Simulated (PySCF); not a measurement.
## Polarisability and C₆ of As (arsenic, neutral)

[Ar] 3d10 4s2 4p3, high-spin 4S determinant. Computed with PySCF 2.14 in aug-cc-pwCVDZ-PP with ECP10MDF (6s5p4d1f, 48 functions), with a scalar-relativistic core potential. Coupled (time-dependent) response in atomic units; α is the mean over directions. A double-zeta set is small for polarisabilities.

```tsv
method	mean α (bohr³)	C₆ (like pair)	S(−4)
UHF	29.52	252.9	237.3
PBE	32.17	278.1	327.7
PBE0	30.89	265.3	283.6
TPSS	31.73	276.9	301.7
PW91	32.25	278.5	332.8
```

S(−4) is the Cauchy moment in α(ω) = α(0) + S(−4) ω² + …

Reference α: 30 ± 1 bohr³ (recommended; Schwerdtfeger and Nagle, table of static dipole polarizabilities (2023 update)). Published C₆: 246.0 (Chu and Dalgarno (2004); Tang, Norbeck and Certain (1976)).

α(iu) at TPSS:

```
u (hartree)  α(iu) (bohr³)
          0          31.73
     0.0500          31.00
      0.100          29.07
      0.200          23.72
      0.300          18.57
      0.500          11.39
      0.750          6.729
       1.00          4.397
       1.50          2.330
       2.00          1.484
       3.00         0.8075
       5.00         0.3971
```

Energies and moments cover only the electrons outside the core potential.
